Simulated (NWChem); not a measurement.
Molecule: SnH2BrF; SMILES [SnH2]([Br])[F]

```xyz
5

Sn    -0.2673     0.8392     0.0000
F      1.5075     1.6126     0.0000
Br     0.0551    -1.6196     0.0000
H     -0.9804     1.3047    -1.4757
H     -0.9804     1.3047     1.4757
```
Atoms are numbered in this order, from 1.

Level: PBE0/def2-SVP with def2 effective core potentials on Sn (NWChem), optimised geometry, unscaled harmonic frequencies. This build's default masses of Se (78.918 u) and Br (79.917 u) are each other's, which moves their modes by up to 0.6 %. def2 effective core potentials on Sn; no spin-orbit coupling.

### Question
List the harmonic frequencies with IR intensities, and the thermochemistry.

### Answer
| frequency (cm⁻¹) | IR intensity (km/mol) |
|---|---|
| 133 | 8.2 |
| 269 | 31.2 |
| 426 | 35.4 |
| 515 | 9.8 |
| 636 | 109.4 |
| 659 | 159.3 |
| 673 | 52.9 |
| 1969 | 59.2 |
| 1989 | 129.6 |

```json
{
 "zero_point_energy": "10.4 kcal/mol",
 "thermal correction to the enthalpy at 298.15 K (with zero-point energy)": "14.0 kcal/mol",
 "heat capacity Cv": "15.0 cal/(mol K)",
 "entropy at 298.15 K and 1 atm (symmetry number 1)": "76.5 cal/(mol K)"
}
```

Rigid rotor and harmonic oscillator.
